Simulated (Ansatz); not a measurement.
Basis-set extrapolation for `B[SiH](O)F` (PBE0-D4/def2-TZVP geometry, frozen core, Ansatz 0.2.0). Multiplicity 1, RHF reference.

|  | def2-TZVPP | def2-QZVPP |
| --- | --- | --- |
| HF | -490.434713 | -490.453984 |
| MP2 correlation | -0.706069 | -0.766578 |
| CCSD(T) correlation | -0.759528 | not run |

Energies in hartree. Use E(X) = E(∞) + A·exp(−7.88·√X) for Hartree–Fock and E(X) = E(∞) + B·X^(−2.97) for correlation, with X = 3 and 4, and add CCSD(T) minus MP2 of the smaller set to the MP2 limit.

Q: What is the CCSD(T) energy at the basis-set limit?

A: HF limit: -490.453984 + (-0.019271) × 0.13774 = -490.45664. MP2 limit: -0.766578 + (-0.060509) × 0.74074 = -0.81140. Higher-order term: -0.759528 − (-0.706069) = -0.05346. Total: -491.32150 hartree, 334.1 kJ/mol below CCSD(T)/def2-TZVPP.
